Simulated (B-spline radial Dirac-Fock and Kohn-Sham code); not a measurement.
# Auger parameter of tantalum: the L3 level and its strongest L3-MM line

These are calculated numbers from an atomic code on a B-spline grid; the model is Dirac-Fock (average of configuration) total-energy differences with a finite nucleus, the Breit interaction including its frequency dependence, and self-energy and vacuum-polarisation corrections. The modified Auger parameter α′ is the binding energy plus the kinetic energy of the Auger electron; it does not depend on the energy zero. For free ions it tends to fall with charge, since less charge screens the final holes.

```csv
species,configuration,binding 2p3/2 (eV),Auger line,kinetic (eV),α′ (eV)
Ta,[Xe] 4f14 5d3 6s2,9887.3,M4M5 J=4,6274.2,16161.5
Ta⁺,[Xe] 4f14 5d3 6s1,9895.3,M4M5 J=4,6264.9,16160.1
Ta⁺ (Watson 2.4 Å),[Xe] 4f14 5d3 6s1,9889.4,M4M5 J=4,6270.8,16160.2
Ta⁺ (Watson 2.7 Å),[Xe] 4f14 5d3 6s1,9890.0,M4M5 J=4,6270.2,16160.2
Ta²⁺,[Xe] 4f14 5d3,9904.3,M4M5 J=4,6254.6,16158.9
Ta³⁺,[Xe] 4f14 5d2,9918.1,M4M5 J=4,6239.3,16157.4
Ta³⁺ (Watson 2.2 Å),[Xe] 4f14 5d2,9898.5,M4M5 J=4,6258.9,16157.4
Ta⁴⁺,[Xe] 4f14 5d1,9933.3,M4M5 J=4,6222.9,16156.2
Ta⁴⁺ (Watson 1.8 Å),[Xe] 4f14 5d1,9901.4,M4M5 J=4,6254.8,16156.2
Ta⁴⁺ (Watson 3 Å),[Xe] 4f14 5d1,9914.1,M4M5 J=4,6242.1,16156.2
Ta⁵⁺,[Xe] 4f14,9949.8,M4M5 J=4,6205.4,16155.2
Ta⁵⁺ (Watson 2.7 Å),[Xe] 4f14,9923.1,M4M5 J=4,6232.1,16155.2
Ta⁶⁺,[Xe] 4f13,9979.5,M4M5 J=4,6171.1,16150.5
Ta⁷⁺,[Kr] 4d10 4f13 5s2 5p5,10001.5,M4M5 J=4,6148.9,16150.4
```
